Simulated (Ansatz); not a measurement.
`[NH2][AlH][C](=O)O[SiH3]` + H₂ → `[NH2][AlH][CH]=O` + `O[SiH3]`  (hydrogenolysis of a C–O bond)

Calculated with Ansatz (gas phase, PBE0-D4/def2-TZVP geometries, no zero-point term in ΔE). CBS: MP2 limit from def2 TZ/QZ plus the TZ coupled-cluster correction, frozen cores. This one scheme is used for every species. DFT in def2-TZVPP. One conformer a species, not always the lowest.

`[NH2][AlH][C](=O)O[SiH3]`:

```xyz
12

N     0.410   -2.246    1.467
Al    0.217   -0.564    1.942
C    -0.070    0.729    0.429
O    -0.219    1.922    0.556
O    -0.087    0.172   -0.806
Si   -0.319    1.231   -2.113
H     0.563   -3.024    2.087
H     0.378   -2.557    0.509
H     0.266   -0.093    3.444
H    -0.282    0.318   -3.280
H    -1.638    1.898   -2.032
H     0.782    2.215   -2.202
```

H₂:

Z-matrix (Å, degrees):
```
H
H 1 0.746
```

`[NH2][AlH][CH]=O`:

```xyz
8

N    -1.032    0.319    1.098
Al    0.533   -0.244    0.530
C     0.671   -0.151   -1.488
O    -0.298    0.266   -2.087
H    -1.349    0.372    2.051
H    -1.747    0.640    0.463
H     1.657   -0.749    1.525
H     1.565   -0.453   -2.092
```

`O[SiH3]`:

```xyz
6

O     0.169    0.136    1.263
Si    0.055    0.094   -0.380
H    -0.321   -0.518    1.763
H     0.543   -1.201   -0.932
H     0.903    1.202   -0.875
H    -1.348    0.286   -0.839
```

Is it downhill or uphill in electronic energy at CCSD(T)/CBS, and by how much? (An estimate is asked.)

Ansatz gave: Uphill: ΔE = +0.31 eV.

What do these levels give: r2SCAN-D4, PBE0-D4, ωB97M-V, B2PLYP, CCSD/def2-TZVPP, CCSD/CBS(def2)? (Estimate.)

Ansatz gave: r2SCAN-D4 0.47, PBE0-D4 0.38, ωB97M-V 0.37, B2PLYP 0.32, CCSD/def2-TZVPP 0.25, CCSD/CBS(def2) 0.22 eV.

Largest T1 diagnostic among the species: 0.016.

From PBE to PBE0 (25 % exact exchange), in def2-TZVPP and without D4, ΔE moves by −0.07 eV. The D4 term adds +0.12 eV with B3LYP and +0.07 eV with PBE0; it sums over pairs of atoms, weighted by their polarisabilities, and B3LYP, whose exchange is more repulsive, gets the larger term. In def2-TZVPP, CCSD(T) changes the Hartree–Fock value by +0.22 eV (the triples alone add +0.08 eV) and MP2 by +0.27 eV.

B3LYP here is the variant with VWN-RPA as its local correlation; programs differ in this.
